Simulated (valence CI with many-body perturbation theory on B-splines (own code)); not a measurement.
Values are calculated unless marked as measured or tabulated.
# Mo35+: input, log and results

The program does CI of the valence electrons with many-body perturbation theory for a frozen closed Dirac-Fock core.

Command, and the settings that its task file holds:

```sh
python run_cv.py task.json out
```

```
atom Mo  Z=42  mass_number=98  rms_radius_fm=4.4091
core [He]
valence 2s5
avg = 1
basis = S
breit = 1
cap = 10000
capref = 1200
cscale = 1
de = 0.0
dress = 0
eps = 2e-08
extrap = 1
h = 0.27
hh = 1
l2 = 3
lcore = 6
maxit = 60
n2 = 5
natural = 1
nlev = 21
nno = [3, 3, 3, 2, 1]
nroot = 26
nsp = [3, 3, 2, 1, 0]
pt2 = 1
qed = 1
rpa = 1
s1 = 1
s2 = 1
s3 = 1
screen = 1
tol = 2e-05
whole = 1
```

Q: What became of the run, and why?

A: It gave no result: a shell was given more electrons than it holds. The program said: "a valence shell holds more than 4l+2 electrons".
